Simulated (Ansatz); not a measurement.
Two isomers of C2H7AlSi: A = `[CH2]1[AlH][CH2][SiH2]1`, B = `C[CH]1[AlH][SiH2]1`.

Computed with Ansatz on PBE0-D4/def2-TZVP structures; ΔE is electronic, products minus reactants. CCSD(T)/CBS is the MP2 limit (def2-TZVPP, def2-QZVPP) plus CCSD(T) − MP2 in def2-TZVPP, frozen cores. DFT in def2-TZVPP.

Q: Which is lower in electronic energy at CCSD(T)/CBS, and by how much? (Best estimate.)

A: The calculation gave: A, by 160.6 kJ/mol.

Q: Give E(B) − E(A) in kJ/mol with PBE-D4, B2PLYP, MP2/def2-TZVPP, CCSD(T)/def2-SVP, CCSD/def2-TZVPP, r2SCAN-D4, BLYP-D4. (Best estimate.)

A: Computed: PBE-D4 142.8, B2PLYP 158.8, MP2/def2-TZVPP 167.3, CCSD(T)/def2-SVP 137.4, CCSD/def2-TZVPP 159.9, r2SCAN-D4 157.8, BLYP-D4 148.2. None reverses the order clearly.

Q: Does the order hold for the free energy at 298.15 K (harmonic terms from PBE0-D4)? (Estimate.)

A: Ansatz gave: Yes: G(B) − G(A) = +163.5 kJ/mol.

Largest T1 diagnostic: 0.012.

Leaving LDA and LC-ωPBE aside and taking each functional with its dispersion term where it has one, the values, not all of them listed here, spread over 24.4 kJ/mol, from PBE-D4 to ωB97M-V. LDA lies +4.1 kJ/mol from PBE without D4. From BLYP to BHLYP (50 % exact exchange), in def2-TZVPP and without D4, E(B) − E(A) moves by +18.5 kJ/mol.
